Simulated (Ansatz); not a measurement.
Basis-set extrapolation for `OB(O)C1=CCC=C1` (PBE0-D4/def2-TZVP geometry, frozen core, Ansatz 0.2.0). Multiplicity 1, RHF reference.

```csv
,def2-TZVPP,def2-QZVPP
HF,-368.067097,-368.083544
MP2 correlation,-1.365004,-1.460670
CCSD(T) correlation,-1.461522,not run
```

Energies in hartree. Use E(X) = E(∞) + A·exp(−7.88·√X) for Hartree–Fock and E(X) = E(∞) + B·X^(−2.97) for correlation, with X = 3 and 4, and add CCSD(T) minus MP2 of the smaller set to the MP2 limit.

Problem. What is the CCSD(T) energy at the basis-set limit?

Solution. HF limit: -368.083544 + (-0.016447) × 0.13774 = -368.08581. MP2 limit: -1.460670 + (-0.095666) × 0.74074 = -1.53153. Higher-order term: -1.461522 − (-1.365004) = -0.09652. Total: -369.71386 hartree, 486.4 kJ/mol below CCSD(T)/def2-TZVPP.
